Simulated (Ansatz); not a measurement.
`[OH][Ge][Cl]` + HBr → `[OH][Ge][Br]` + HCl at 400 K and 1 bar (ligand exchange at a Ge–Cl bond).

Gas-phase electronic energies from Ansatz, PBE0-D4/def2-TZVP geometries. CCSD(T)/CBS adds triple-zeta CCSD(T) − MP2 to the extrapolated MP2 energy (def2 sets, frozen cores). This one scheme is used for every species. For Br, Ge outer-core shells are correlated without core-valence functions, which leaves a few kJ/mol of doubt a bond. Scalar relativity is left out up to krypton. Each species was taken in one conformer, which may not be the lowest.

```csv
species,CCSD(T)/CBS energy (Eh),H − E (kJ/mol),S (J/(mol·K))
`[OH][Ge][Cl]`,-2611.73425,58.2,310.7
HBr,-2573.91920,27.6,207.2
`[OH][Ge][Br]`,-4725.27533,57.9,322.8
HCl,-460.38127,29.6,195.4
```

H − E and S are ideal-gas, rigid-rotor, harmonic terms from PBE0-D4/def2-TZVP, for one conformer and one mirror image of each species. 1 Eh = 2625.50 kJ/mol, R = 8.31446 J/(mol·K).

By hand: ΔE, ΔH, ΔS and ΔG.

ΔE = (-4725.27533) + (-460.38127) − (-2611.73425) − (-2573.91920) = -0.00315 Eh = -8.3 kJ/mol. Δ(H − E) = 57.9 + 29.6 − 58.2 − 27.6 = 1.7, so ΔH = -6.6 kJ/mol. ΔS = 322.8 + 195.4 − 310.7 − 207.2 = 0.3 J/(mol·K). ΔG = -6.6 − 400 × (0.3)/1000 = -6.7 kJ/mol.

By hand: the equilibrium constant, and the temperature at which ΔG would vanish if ΔH and ΔS stayed fixed.

log₁₀ K = −ΔG/(RT ln 10) = 0.9. ΔH and −TΔS have one sign here, so there is no such temperature.

The number of gas molecules stays the same, so ΔS is small and ΔH decides. A doubt of 5 kJ/mol in ΔE shifts log₁₀ K by 0.7 here. Other conformers and mirror images would add mixing entropy, several J/(mol·K) or more a flexible species. These are equilibria of isolated gas molecules and say nothing of rates. Largest T1 diagnostic: 0.014 (customary marks: 0.02 for closed shells, 0.045 for open ones).

ΔS is within the doubt of such terms, so its sign, and with it that verdict, could turn.
